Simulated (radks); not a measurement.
The numbers below are computed, except where a source is named.
Task: The mean radii <r> (bohr) of the occupied orbitals of an atom or ion are listed with their occupations. Code: a radial shooting solver on a logarithmic mesh with Libxc functionals. Model: non-relativistic Kohn-Sham, exchange-only PBE, spin-polarised, spherical densities, point nucleus.

orbital  occ.      <r>
1s up       1  0.07907

Name the element and its charge. Open shells, if any, are filled with parallel spins first.

Result: Z = 19, potassium, charge +18: K18+ in 1s1. The 1s radius gives Z: for a bare nucleus <r> = 1.5/Z, 0.07895 bohr for Z = 19, and the self-interaction of the functional makes it slightly larger (0.07907 here). The occupations add up to 1, and the charge is Z minus that.
